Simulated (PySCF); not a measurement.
Spectra and structures to be paired. Method: TDDFT PBE0/def2-SVPD, vertical, gas phase, core orbitals frozen in the response (PySCF 2.14.0, density-fitted response routines). Geometries: GFN2-xTB; one conformer of each isolated species. Triplets are in the Tamm–Dancoff approximation. Ions are computed without counter-ions or solvent.

A. `CC(=O)[C@@H]1CN[SiH2]1`
B. `CCCC(C)(C)[NH3+]`
C. `O=C([SiH3])C1CNC1`

Lowest singlet levels (six at most, fewer where fewer were computed) with oscillator strengths:

1. 160 nm (f 0.003); 157 nm (f 0.006); 152 nm (f 0.009); 140 nm (f 0.012); 136 nm (f 0.003); 135 nm (f 0.005); T1 7.71 eV
2. 352 nm (f 0.001); 285 nm (f 0.021); 206 nm (f 0.001); 203 nm (f 0.012); 196 nm (f 0.005); 189 nm (f 0.046); T1 2.86 eV
3. 272 nm (f 0.002); 250 nm (f 0.004); 223 nm (f 0.005); 216 nm (f 0.004); 198 nm (f 0.002); 186 nm (f 0.076); T1 4.01 eV

Question: Which spectrum belongs to which structure?

Answer: 1 = B, 2 = C, 3 = A.
- A: S1 at 4.56 eV, HOMO-1→LUMO (42%), HOMO-1→LUMO+1 (34%), HOMO→LUMO (15%); Löwdin shares by element: HOMO nitrogen 52%, carbon 11% or more, silicon 9%, oxygen 8% (atoms not listed hold the other 21%); LUMO silicon 32%, carbon 14% or more, oxygen 12%, hydrogen 10% or more (atoms not listed hold the other 32%); HOMO -6.84 and LUMO -0.58 eV.
- B: S1 at 7.77 eV, HOMO→LUMO (97%); Löwdin shares by element: HOMO carbon 56% or more, hydrogen 12% or more (atoms not listed hold the other 31%); LUMO hydrogen 45% or more, nitrogen 16% (atoms not listed hold the other 38%); HOMO -13.20 and LUMO -4.45 eV.
- C: S1 at 3.52 eV, HOMO-1→LUMO (79%), HOMO→LUMO (19%); Löwdin shares by element: HOMO nitrogen 51%, carbon 19% or more, oxygen 4% (atoms not listed hold the other 26%); LUMO carbon 43% or more, oxygen 30%, silicon 12% (atoms not listed hold the other 15%); HOMO -6.68 and LUMO -1.36 eV.
